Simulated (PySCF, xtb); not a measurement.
C2H9FOSi2, SMILES C[SiH2]CO[SiH2]F. One conformer was computed; it need not be the lowest.

Harmonic wavenumbers (cm⁻¹) from GFN2-xTB (xtb) at its own minimum, in rising order: 20, 41, 91, 102, 124, 191, 293, 304, 456, 555, 559, 601, 651, 682, 735, 747, 762, 774, 780, 806, 825, 841, 848, 1158, 1217, 1284, 1367, 1473, 1474, 1479, 2222, 2232, 2317, 2416, 2916, 2935, 3029, 3031, 3044.

Problem. What does PBE-D3(BJ)/def2-SVP in PySCF 2.14.0 give at its own minimum? (Estimate from the structure and the level; the computed values follow.)

Solution. 17, 58, 77, 135, 167, 176, 243, 338, 465, 568, 611, 666, 679, 731, 739, 779, 823, 843, 856, 872, 909, 915, 949, 1092, 1197, 1214, 1244, 1381, 1387, 1403, 2146, 2161, 2181, 2234, 2920, 2976, 2980, 3081, 3087. Paired by order, the mean absolute difference is 56 cm⁻¹ and the zero-point energies are 64.9 and 64.8 kcal/mol.
